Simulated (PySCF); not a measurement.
System (SMILES): Cl[Si]Cl (closed-shell singlet).
Geometry (B3LYP-D3(BJ)/def2-TZVP, fixed):
```xyz
3

Si    -0.0165     0.0173     0.9364
Cl     1.0611     1.2272    -0.3899
Cl    -1.0475    -1.2415    -0.3813
```
Charge 0, spin multiplicity 1.

How fast the lowest singlet excitation energy converges with the basis for several methods (PySCF): deviation from each method's own reference, in eV. References: CAM-B3LYP 4.008 eV, the value in aug-pcseg-3; PBE 3.793 eV, the value in aug-pcseg-3; PBE0 3.941 eV, the value in aug-pcseg-3. All functions are spherical. Density fitting with generated auxiliary sets. No added dispersion term, no relativity. Tamm-Dancoff approximation, the state taken by its order.

```csv
basis,functions,CAM-B3LYP,PBE,PBE0
STO-3G,27,0.418,0.436,0.489
3-21G,39,-0.235,-0.154,-0.195
6-31G,39,-0.246,-0.163,-0.203
def2-SVP,54,0.004,0.028,0.027
pcseg-1,54,-0.004,0.020,0.013
cc-pV(D+d)Z,69,0.014,0.026,0.027
def2-SVPD,78,0.059,0.065,0.062
"6-311++G(2d,2p)",105,0.024,0.024,0.022
cc-pV(T+d)Z,117,0.013,0.015,0.015
aug-pcseg-2,150,-0.001,0.003,0.001
def2-QZVPPD,234,0.001,0.003,0.003
aug-cc-pV(Q+d)Z,267,0.004,0.005,0.004
```

Mean absolute deviation over 6-311++G(2d,2p), cc-pV(T+d)Z, aug-pcseg-2: PBE0 0.012, CAM-B3LYP 0.012, PBE 0.014 eV.
